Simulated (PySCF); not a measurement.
**Lead: a sound run and one with changed settings**

Sound run: Pb [Xe] 4f14 5d10 6s2 6p2, Pb⁺ [Xe] 4f14 5d10 6s2 6p1. All numbers are calculated (PySCF 2.14, scalar relativity through the core potential, in def2-SVP with the def2 core potential (60 electrons) (4s4p2d, 26 functions)). The sound run starts from symmetry-adapted Hartree-Fock orbitals and uses a fine grid where one is needed.

Changed run: 26 angular points. This setting is unsound on purpose.

```csv
species,method,sound run (hartree),changed run (hartree),converged
Pb,UHF,-191.83338,-191.83338,yes
Pb,r2SCAN,-192.92232,-192.92247,yes
Pb,LDA,-192.56197,-192.56208,yes
Pb⁺,UHF,-191.59193,-191.59193,yes
Pb⁺,r2SCAN,-192.66149,-192.66236,yes
Pb⁺,LDA,-192.29878,-192.29890,yes
```

Ionisation energy of Pb:

```
method  sound run (eV)  changed run (eV)
   UHF           6.570             6.570
r2SCAN           7.098             7.078
   LDA           7.162             7.161
```

A coarse angular grid integrates products of high-l functions wrongly, so density functionals can shift, and the SCF can exploit the error; Hartree-Fock and MP2 need no grid.

For comparison, NIST gives 7.417 eV between the lowest levels.
